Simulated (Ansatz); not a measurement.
Reaction (hydrogenolysis of a C–C bond): `CC(C)=CC(C)C` + H₂ → `CCC=C(C)C` + CH₄

Computed with Ansatz on PBE0-D4/def2-TZVP structures; ΔE is electronic, products minus reactants. CBS: MP2 limit from def2 TZ/QZ plus the TZ coupled-cluster correction, frozen cores. This one scheme is used for every species. Functionals use def2-TZVPP. Each species was taken in one conformer, which may not be the lowest.

CCSD(T)/CBS gives -14.7 kcal/mol.

(1) Another level gave -18.0 kcal/mol. Which?
A. r2SCAN0-D4/def2-TZVPP
B. CAM-B3LYP/def2-TZVPP
C. HF/def2-TZVPP
D. LDA (SPW92)/def2-TZVPP

Largest T1 diagnostic among the species: 0.009.

Results:

(1) B. CAM-B3LYP -18.0, r2SCAN0-D4 -15.9, LDA (SPW92) -13.9, HF/def2-TZVPP -20.6 kcal/mol.

In def2-TZVPP, CCSD(T) changes the Hartree–Fock value by +5.8 kcal/mol (the triples alone add +1.1 kcal/mol) and MP2 by +7.0 kcal/mol. The D4 term adds +2.7 kcal/mol with B3LYP and +1.5 kcal/mol with PBE0; it sums over pairs of atoms, weighted by their polarisabilities, and B3LYP, whose exchange is more repulsive, gets the larger term. Leaving LDA and LC-ωPBE aside and taking each functional with its dispersion term where it has one, the values, not all of them listed here, spread over 3.4 kcal/mol, from B2PLYP to revPBE-D4. LDA lies +3.0 kcal/mol from PBE without D4.

CCSD(T)/CBS has its own doubt, a few kJ/mol and more with outer-core shells, so smaller differences from it don't rank the levels.

B3LYP here is the variant with VWN-RPA as its local correlation; programs differ in this.
